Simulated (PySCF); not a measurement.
Nb(NH)(Cl)2(OMe) (CH4Cl2NNbO), SMILES C[O][Nb](=[NH])([Cl])[Cl], multiplicity 1. Coordinates come from a B3LYP-D3(BJ)/def2-SVP optimisation. The spin state was assumed, not searched. The def2 effective core potentials stand for the cores of Nb; spin–orbit coupling is left out. Other conformers were not sampled.

Computed equilibrium geometry at B3LYP-D3(BJ)/def2-SVP (PySCF confirms it by a frequency run) as bond lengths and angles, and its point group (one conformer of several):
point group Cs.
Atoms: Nb1 N2 H3 Cl4 Cl5 O6 C7 H8 H9 H10. Bonded distances (Å): Nb1–N2 1.744, Nb1–Cl4 2.329, Nb1–Cl5 2.329, Nb1–O6 1.868, N2–H3 1.017, O6–C7 1.407, C7–H8 1.103, C7–H9 1.102, C7–H10 1.102. Angles (°): N2–Nb1–Cl4 108.1, N2–Nb1–Cl5 108.1, N2–Nb1–O6 106.7, Cl4–Nb1–Cl5 113.3, Cl4–Nb1–O6 110.2, Cl5–Nb1–O6 110.2, Nb1–N2–H3 179.1, Nb1–O6–C7 143.7, O6–C7–H8 110.8, O6–C7–H9 109.4, O6–C7–H10 109.4, H8–C7–H9 109.2, H8–C7–H10 109.2, H9–C7–H10 108.7.
